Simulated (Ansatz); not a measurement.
C2H6BO3, SMILES COB([O])OC, multiplicity 2. Atoms are numbered in the order given.

```xyz
12

C      1.9863    -0.3010     1.0226
O      0.6061    -0.3484     0.7566
B      0.0523     0.2107    -0.3546
O      0.8740     0.8450    -1.2496
O     -1.2722     0.1663    -0.6115
C     -2.1766    -0.4666     0.2595
H      2.3476     0.7367     1.1141
H      2.5701    -0.8032     0.2335
H      2.1676    -0.8191     1.9745
H     -2.9252     0.2642     0.6032
H     -2.7023    -1.2699    -0.2801
H     -1.6705    -0.8979     1.1363
```
Charge 0, spin multiplicity 2.

Geometry: PBE0-D3(BJ)/def2-SVP. The isomer is the one that the SMILES or the coordinates give; other isomers of the formula were not compared. One conformer was computed; it need not be the lowest.

Two levels are set side by side: PBE-D3(BJ)/def2-SVP (Ansatz, a program for electronic structure) and PBE0-D3(BJ)/def2-SVP (Ansatz). Each level has its own optimised geometry; the coordinates shown are those of the second. Differences are taken from unrounded values.

```csv
quantity,PBE0-D3(BJ),PBE-D3(BJ),PBE-D3(BJ) minus PBE0-D3(BJ)
mean bond length (Å),1.227,1.237,0.010
bond C1–O2 (Å),1.406,1.416,0.010
bond O2–B3 (Å),1.362,1.393,0.031
bond B3–O4 (Å),1.371,1.354,-0.017
bond B3–O5 (Å),1.350,1.364,0.014
bond O5–C6 (Å),1.406,1.419,0.013
bond C1–H7 (Å),1.103,1.111,0.008
bond C1–H8 (Å),1.103,1.111,0.008
bond C1–H9 (Å),1.099,1.108,0.009
bond C6–H10 (Å),1.101,1.110,0.009
bond C6–H11 (Å),1.101,1.110,0.009
bond C6–H12 (Å),1.100,1.110,0.010
```

GGA bonds tend to be longer and softer than those of functionals with exact exchange. Differences between two approximate levels are no errors against the true value.
